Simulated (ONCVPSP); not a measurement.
**What one change does to a pseudopotential (indium, ONCV)**

- Element: indium
- Generator: ONCVPSP 4.0.1
- Type: optimised norm-conserving Vanderbilt (ONCV)
- Functional: LDA (Perdew-Wang 92)
- Relativity: scalar-relativistic
- Frozen core: [Ar] 3d10
- Valence charge: 21
- Reference configuration: 4s2 4p6 4d10 5s1.5 5p1.5
- Partial waves: 4s+5s: rc 1.55 bohr, ncon 5, nbas 10, qcut 9 1/bohr, 2 projectors; 4p+5p: rc 1.80 bohr, ncon 4, nbas 9, qcut 7.9 1/bohr, 2 projectors; 4d: rc 1.15 bohr, ncon 4, nbas 8, qcut 9.9 1/bohr, 2 projectors, debl 2.5 Ha
- Local potential: polynomial inside 1.00 bohr (lpopt 4, dvloc0 0 Ha)
- Core correction: none

Change: d: qcut 12.9.

Cutoffs: the cutoffs (Ha) at which the residual kinetic energy of the hardest occupied pseudo-wave falls to 1 and 0.1 mHa per electron; they do not see the model core or the augmentation charge, which bear on the density cutoff. Errors are all-electron minus pseudo energies relative to the spin-unpolarised reference configuration.

What does the change do?

The potential gets harder (41 Ha and 48 Ha → 45 Ha and 55 Ha); of the 4 tests that both files solve, the error grows in 0 and shrinks in 1 by more than 15 % and 0.3 meV (median size 2.0 → 1.7 meV); neither file shows a bound ghost. The waves are optimised to have the least kinetic energy above qcut, so the cutoff follows it (qcut²/2 in Ha).

| quantity | base | changed |
| --- | --- | --- |
| cutoff, loose | 41 Ha | 45 Ha |
| cutoff, tight | 48 Ha | 55 Ha |
| loose cutoff by channel | s 29 Ha, p 22 Ha, d 41 Ha | s 29 Ha, p 22 Ha, d 45 Ha |
| bound ghosts | none | none |
| GHOST(+) flags under 300 eV | none | none |
| error for 4s2 4p6 4d10 5s2 5p1, meV [ΔE -2.93 eV] | +0.2 | +0.2 |
| error for 4s2 4p6 4d10 5s2 5p0, meV [ΔE 2.66 eV] | -1.0 | -1.0 |
| error for 4s2 4p6 4d10 5s1 5p0, meV [ΔE 22.31 eV] | -4.5 | -4.5 |
| error for 4s2 4p6 4d9 5s2 5p2, meV [ΔE 15.28 eV] | +3.0 | +2.4 |
| s: phases at 1.57 bohr within 0.05 rad from the reference energy up to (Ha; the scan ends near 5) | to the end of the scan | to the end of the scan |
| p: phases at 1.83 bohr within 0.05 rad from the reference energy up to (Ha; the scan ends near 5) | to the end of the scan | to the end of the scan |
| d: phases at 1.17 bohr within 0.05 rad from the reference energy up to (Ha; the scan ends near 5) | to the end of the scan | to the end of the scan |
